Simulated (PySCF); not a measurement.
A calculated (B3LYP, PySCF 2.14, pcseg-2, no relativity, point nucleus) atom or ion has these occupied shells.

```
shell  electrons  orbital energy (eV)  rms radius, mean of both spins (bohr)
 1s α          1              -7006.7                                 0.0685
 1s β          1              -7006.6                                 0.0685
 2s α          1              -857.72                                  0.293
 2s β          1              -854.65                                  0.293
 2p α          3              -744.76                                  0.262
 2p β          3              -742.21                                  0.262
 3s α          1              -136.14                                  0.874
 3s β          1              -129.14                                  0.874
 3p α          3              -102.66                                  0.922
 3p β          3              -95.244                                  0.922
 3d α          5              -47.777                                   1.08
```

Task: Name the element and its charge.

Result: Fe³⁺ (iron, charge +3), in [Ar] 3d5, high-spin 6S determinant.
